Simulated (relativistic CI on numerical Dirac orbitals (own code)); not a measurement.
## A ladder of approximations for the levels of Se²⁺

Calculated with a relativistic CI code on KLI orbitals (one set per configuration, finite nucleus), adding one ingredient at a time: step 1, Dirac-Coulomb, each configuration alone; step 2, with Breit and QED terms; step 3, with configuration mixing; step 4, with scaled Slater integrals (0.85); step 5, with a P86 correlation estimate; step 6, tied to the ionisation limit. P86 is a density functional for the correlation energy, evaluated here for each configuration and added to its levels. Step 6 is semi-empirical: configurations made of the next ion and one excited electron move by -6049 cm⁻¹, so that their limit matches the tabulated ionisation energy, and those with a non-penetrating f or g electron also take the P86 value of the least penetrating other one.

Configuration list (outside the closed core [Ar] 3d10): 4s2 4p2, 4s 4p3, 4s2 4p 5s, 4s2 4p 5p, 4s2 4p 5d, 4s2 4p 6s, 4s2 4p 4d, 4p4, 4s2 4p 4f, 4s2 4d2, 4s 4p2 4d, 4s 4p2 4f, 4s2 4f2, 4s2 4p 6p, 4s2 4p 5f, 4s2 4p 6d.

Computed minus measured energy above the ground level, in cm⁻¹, for 12 of the 22 excited levels that pair in every step (one J of a term; a digit in brackets numbers repeated terms):

```tsv
Configuration	Term	J	Measured	Step 1	Step 2	Step 3	Step 4	Step 5	Step 6
4s2 4p2	3P	1	1741	-59	-97	-134	-59	-59	-58
4s2 4p2	1D	2	13032	2726	2650	2014	412	424	414
4s 4p3	3D°	2	92723	3692	3491	1193	2160	2986	2076
4s 4p3	3P°	0	106482	2724	2513	2770	1547	2370	1430
4s2 4p 5s	3P°	0	126277	-1528	-1559	7045	4076	8161	2120
4s2 4p 5p	3D	2	153521	-2661	-2748	5514	2720	7386	1344
4s2 4p 5p	3P	0	154783	-2085	-2159	6129	2953	7610	1578
4s2 4p 5p	3S	1	159303	-2702	-2845	5667	2419	7077	1036
4s2 4p 5p	1D	2	161170	-1439	-1579	6500	2835	7504	1465
4s2 4p 5d	3F°	2	188429	-4713	-4802	4449	1527	6841	822
4s2 4p 5d	3P°	1	194950	-4221	-4391	5242	1759	7066	1067
4s2 4p 5d	1F°	3	196845	-2925	-3089	7011	3155	8451	2407
```

Mean absolute errors in cm⁻¹, over all paired levels and for the configurations:

```csv
"Configuration, levels",Step 1,Step 2,Step 3,Step 4,Step 5,Step 6
"all, 22",2515,2550,4586,2272,5670,1379
"4s2 4p2, 3",955,916,771,197,200,197
"4s 4p3, 4",3180,2964,2369,1726,2566,1584
"4s2 4p 5s, 3",1385,1446,7068,4086,8149,2126
"4s2 4p 5p, 7",2267,2390,5899,2802,7465,1426
"4s2 4p 5d, 5",3946,4087,5320,2122,7436,1407
```

Measured levels: Moore, Atomic Energy Levels, vol. II, NSRDS-NBS 35 (1971 reprint of NBS Circular 467, 1952). The analysis dates from before 1960.

The mean absolute error is lowest at step 6 (1379 cm⁻¹), and the largest single drop is from step 5 to 6 (5670 to 1379). Terms of the ground configuration are off by 955 at first, 771 with mixing and 197 after scaling, which stands in for the correlation that narrows term splittings. The Breit and QED terms change the top of the ground term (measured 3937) from 4015 to 3937. Mixing lowers the ground level by 8642, with 4s 4p2 4d as its largest admixture; relative to it the configurations that move most are 4s2 4p 5d by +9406, 4s2 4p 5s by +8514, 4s2 4p 5p by +8289. Configurations whose own partners of that kind are not in the list rise by much of that lowering, so a short list can trade one imbalance for another. The P86 estimate moves 4s2 4p 5d by +5314, 4s2 4p 5p by +4662, 4s2 4p 5s by +4063, and takes the mean absolute error of the excited configurations from 2600 to 6534; it adds to levels that were already too high. Step 6 takes that error from 6534 to 1565; the error more than halves for 4s2 4p 5s, 4s2 4p 5p, 4s2 4p 5d.
